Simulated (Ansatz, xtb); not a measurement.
## C7H9F: which of two isomers lies lower

We compare a, `CC1=CC=C[C@]1(C)F`, a singlet, with b, `F[C@@H]1C[C@@H]2C=C[C@H]1C2`, a singlet. Both are isolated molecules in the gas phase, relaxed with B3LYP/def2-SVP; the shapes shown needn't be the lowest conformers.

a (Å):

```xyz
17

C    -3.0091   -0.8858    0.3518
C    -2.0876   -0.0909    1.2124
C    -2.2762    1.1042    1.8078
C    -1.0289    1.5313    2.4826
C    -0.0728    0.6046    2.2938
C    -0.6646   -0.5656    1.5286
C    -0.6395   -1.8579    2.3452
F     0.0318   -0.8138    0.3398
H    -3.2357   -1.8730    0.7934
H    -3.9609   -0.3610    0.1839
H    -2.5388   -1.0826   -0.6275
H    -3.1969    1.6912    1.7852
H    -0.9221    2.4639    3.0403
H     0.9547    0.6178    2.6592
H    -1.1822   -1.7339    3.2940
H    -1.1040   -2.6764    1.7732
H     0.4017   -2.1395    2.5652
```

b (Å):

```xyz
17

C    -0.2556   -0.9257    2.1280
C    -0.5613    0.5886    2.2591
C    -1.8505    0.7550    1.3869
C    -2.9574    0.0023    2.1104
C    -2.6862   -1.3085    2.0126
C    -1.4002   -1.4487    1.2100
C    -1.5336   -0.2460    0.2486
F    -0.2515   -1.5654    3.3567
H     0.7303   -1.1112    1.6692
H    -0.7168    0.8540    3.3143
H     0.2657    1.2019    1.8688
H    -2.0737    1.7914    1.0987
H    -3.7488    0.4702    2.6999
H    -3.2056   -2.1311    2.5061
H    -1.2013   -2.4358    0.7711
H    -0.6063   -0.0083   -0.3000
H    -2.3603   -0.3677   -0.4665
```

**Question.** Which of the two would you expect CCSD(T)/def2-SVP + ΔMP2/def2-TZVPP electronic energies to favour?

**Answer.** Structure b; the calculation gives E(b) − E(a) = −2.9 kcal/mol.

The same difference at several levels:

| level | geometry | E(b) − E(a) (kcal/mol) | departure from the last row (kcal/mol) | job, with rough time for the two |
| --- | --- | --- | --- | --- |
| GFN2-xTB | GFN2-xTB | −13.9 | −11.0 | optimisation, 0.16 s |
| HF/STO-3G | GFN2-xTB | −25.7 | −22.8 | single point, 0.46 s |
| r2SCAN-D4/def2-SVP | GFN2-xTB | −2.8 | +0.1 | single point, 4.7 s |
| B3LYP/def2-SVP | B3LYP/def2-SVP | +1.4 | +4.3 | optimisation, 45 s |
| HF/def2-SVP | B3LYP/def2-SVP | +0.9 | +3.8 | part of the CCSD(T) run |
| MP2/def2-SVP | B3LYP/def2-SVP | −5.4 | −2.5 | part of the CCSD(T) run |
| CCSD(T)/def2-SVP | B3LYP/def2-SVP | −3.0 | −0.1 | single point |
| CCSD(T)/def2-SVP + ΔMP2/def2-TZVPP | B3LYP/def2-SVP | −2.9 |  | single point, 2.2 min |

As drawn, b has 2 C–C in place of 1 C=C. Structure a has a 5-membered ring, b 2 5-membered rings.

B3LYP/def2-SVP, HF/def2-SVP put the two in the other order. The largest departure from CCSD(T)/def2-SVP + ΔMP2/def2-TZVPP is that of HF/STO-3G, 22.8 kcal/mol. The last row adds to CCSD(T) the change of the MP2 difference between the two basis sets, here +0.1 kcal/mol.

With thermal terms from frequencies at re-optimised GFN2-xTB minima (ideal gas, soft modes damped towards free rotors, one conformer each, 298.15 K, 1 atm): on the last row, ΔE + ΔZPE = +0.1, ΔH = −1.3, ΔG = +1.5 kcal/mol. The free energy reverses the electronic order.

The correlated steps freeze 8 core orbitals. Codes used: Ansatz 0.2.0, xtb 6.7.1; the last row on 4 threads of Arm Neoverse V1 on a shared host.
